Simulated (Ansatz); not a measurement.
Basis-set series for `[BH3-][N+]#CC`. Charge 0, multiplicity 1. The geometry is a stationary point of PBE0-D4/def2-TZVP.

| functional | basis | functions | energy (Eh) | HOMO (eV) | LUMO (eV) |
| --- | --- | --- | --- | --- | --- |
| PBE0-D4 | def2-SVP | 86 | -159.08080 | -7.58 | -0.26 |
| PBE0-D4 | def2-QZVPP | 408 | -159.26558 | -7.67 | -0.37 |
| ωB97M-V | def2-SVP | 86 | -159.18586 | -9.74 | 1.91 |
| ωB97M-V | def2-QZVPP | 408 | -159.38080 | -9.88 | 0.85 |

Question: Give the rows for def2-TZVPP. (Best estimate.)

Answer: The calculation gave: 
```
functional       basis  functions  energy (Eh)  HOMO (eV)  LUMO (eV)
   PBE0-D4  def2-TZVPP        208   -159.25658      -7.66      -0.33
   ωB97M-V  def2-TZVPP        208   -159.37245      -9.88       1.57
```

Positive LUMOs are unbound and depend on the basis.

Results of the Gaussian-basis code of Ansatz.
